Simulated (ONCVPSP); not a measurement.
# Ranking ONCV potentials for P (Z = 15)

All share these settings but for the change named:

P, optimised norm-conserving Vanderbilt (ONCV), made with ONCVPSP 4.0.1 (LDA (Perdew-Wang 92), non-relativistic). Core [Ne], reference 3s2 3p2.75 (charge +0.25). Waves: 3s: rc 1.65 bohr, ncon 5, nbas 9, qcut 3.4 1/bohr, 3 projectors, debl 2.1 Ha; 3p: rc 1.95 bohr, ncon 5, nbas 9, qcut 4.1 1/bohr, 2 projectors, debl 2.5 Ha; d scattering state at 0.46 Ha: rc 2.10 bohr, ncon 5, nbas 8, qcut 4.9 1/bohr, 1 projector. Local part: polynomial inside 1.40 bohr (lpopt 5, dvloc0 3 Ha). Core correction: none.

Test errors are all-electron minus pseudo excitation energies from the reference, over 3s2 3p3; 3s2 3p2; 3s2 3p1; 3s1 3p4. None of these files shows a bound ghost.

The base gives 25.5 meV.

Of 8 variants that were run, those that failed, showed a ghost or another fault, or gave nearly equal values are left out.

A variant can come out equal or close to the base, since the largest error may sit in a test that the change hardly touches while other tests move.

Q: Rank these variants by their largest absolute test error, smallest first.
A. s: rc 2.02
B. s: rc 2.2
C. s: rc 2.4
D. s: rc 1.7

A: D (26.1 meV), A (32.4 meV), B (37.8 meV), C (44.9 meV).
